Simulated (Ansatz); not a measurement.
Program: Ansatz. Geometries: PBE0-D4/def2-TZVP. ΔE: electronic, gas phase. CCSD(T)/CBS adds triple-zeta CCSD(T) − MP2 to the extrapolated MP2 energy (def2 sets, frozen cores). This one scheme is used for every species. Functionals use def2-TZVPP. B3LYP here is the variant with VWN-RPA as its local correlation; programs differ in this. Each species was taken in one conformer, which may not be the lowest.

Reaction (cleavage of the Si–Si bond): `Cl[SiH](Cl)[SiH](Cl)Cl` + `N[SiH](F)F` → `F[SiH](F)N[SiH](Cl)Cl` + `Cl[SiH2]Cl`

```
             level  ΔE (kJ/mol)
         r2SCAN-D4        -73.0
               PBE        -56.4
            r2SCAN        -73.3
              PBE0        -64.7
             B3LYP        -73.3
    MP2/def2-TZVPP        -85.2
SCS-MP2/def2-TZVPP        -86.8
   CCSD/def2-TZVPP        -83.4
```

Question: What does CCSD(T)/CBS give? (Estimate.)

Answer: The calculation gave: -77.8 kJ/mol. The listed levels differ from it by 4.8, 21.4, 4.5, 13.1, 4.5, -7.4, -9.0, -5.6 kJ/mol.

Largest T1 diagnostic among the species: 0.011.

From PBE to PBE0 (25 % exact exchange), in def2-TZVPP and without D4, ΔE moves by −8.3 kJ/mol. In def2-TZVPP, CCSD(T) changes the Hartree–Fock value by +12.4 kJ/mol (the triples alone add +2.2 kJ/mol) and MP2 by +8.5 kJ/mol.

CCSD(T)/CBS has its own doubt, a few kJ/mol and more with outer-core shells, so smaller differences from it don't rank the levels.
